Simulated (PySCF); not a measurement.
Species: C₈H₇F.
Geometry (GFN2-xTB, Å), atoms numbered from 1 in this order:
```
atom  x, y, z in Å
C1    -2.6910    1.9757    0.6952
C2    -2.3352    0.9552    0.1829
C3    -1.8572   -0.2761   -0.4236
C4    -0.3764   -0.3510   -0.3263
C5     0.6460   -0.4305   -1.1957
C6     1.6477   -0.4229   -0.1354
C7     2.9631   -0.4693   -0.0302
F8     3.7687   -0.5517   -1.1090
C9     0.5275   -0.3296    0.8922
H10   -3.0233    2.8678    1.1356
H11   -2.1680   -0.3137   -1.4714
H12   -2.3075   -1.1223    0.1090
H13    0.7298   -0.4827   -2.2645
H14    3.5202   -0.4457    0.8946
H15    0.5065    0.5907    1.4738
H16    0.4414   -1.1850    1.5615
```

Computed, not measured: PySCF, TDDFT wB97X-D/def2-SVPD, vertical, gas phase, core orbitals frozen in the response.

List the vertical singlet excitations with oscillator strengths and describe the spectrum.

```json
{"state": "S1", "E (eV)": "5.69", "E (hartree)": "0.2090", "f": "0.547", "main configurations (H = HOMO, L = LUMO)": "H→L (96%)"}
{"state": "S2", "E (eV)": "6.61", "E (hartree)": "0.2430", "f": "0.0022", "main configurations (H = HOMO, L = LUMO)": "H-1→L (29%), H→L+1 (16%), H-1→L+2 (9%)"}
{"state": "S3", "E (eV)": "6.63", "E (hartree)": "0.2438", "f": "0.0021", "main configurations (H = HOMO, L = LUMO)": "H→L+1 (38%), H→L+2 (17%), H-1→L (12%)"}
{"state": "S4", "E (eV)": "6.83", "E (hartree)": "0.2510", "f": "0.0036", "main configurations (H = HOMO, L = LUMO)": "H-2→L (49%), H-1→L+4 (10%)"}
{"state": "S5", "E (eV)": "6.97", "E (hartree)": "0.2560", "f": "0.0034", "main configurations (H = HOMO, L = LUMO)": "H-2→L+4 (31%), H-2→L+2 (14%), H-2→L+3 (13%)"}
{"state": "S6", "E (eV)": "7.02", "E (hartree)": "0.2581", "f": "0.048", "main configurations (H = HOMO, L = LUMO)": "H-3→L (60%), H→L+7 (13%)"}
{"state": "S7", "E (eV)": "7.09", "E (hartree)": "0.2606", "f": "0.0075", "main configurations (H = HOMO, L = LUMO)": "H→L+2 (29%), H→L+1 (26%), H→L+3 (9%)"}
{"state": "S8", "E (eV)": "7.29", "E (hartree)": "0.2679", "f": "0.0084", "main configurations (H = HOMO, L = LUMO)": "H-4→L (30%), H→L+5 (14%), H→L+3 (8%)"}
```

Triplets (Tamm–Dancoff): T1 3.40 eV, H→L (90%); T2 5.10 eV, H-3→L (52%), H→L+7 (22%); T3 5.61 eV, H-1→L+4 (24%), H-2→L (12%), H-2→L+6 (11%).

The lowest singlet comes at 218 nm (549 kJ/mol) in the ultraviolet; it is strong; its leading configuration is HOMO→LUMO (96%). The lowest level is also the most intense of those listed (f = 0.547). Löwdin shares by element: HOMO carbon 78% or more (atoms not listed hold the other 22%); LUMO carbon 72% or more (atoms not listed hold the other 28%). Orbital energies (eV): HOMO-3 -10.51, HOMO-2 -10.02, HOMO-1 -9.95, HOMO -8.36, LUMO 1.06, LUMO+1 2.18, LUMO+2 2.69. The oscillator strengths of these states sum to 0.621; summed over the whole spectrum of an exact calculation they would give the number of electrons, 64 (Thomas–Reiche–Kuhn). The listed states span 1.60 eV, and the widest gap between neighbours is 0.93 eV (S1 to S2). No computed singlet lies in the visible range (380 to 750 nm); the lowest, at 218 nm, stands 2.42 eV above its violet end (3.26 eV). Singlets were solved by full linear response, triplets in the Tamm–Dancoff approximation.

One conformer stands for the species.
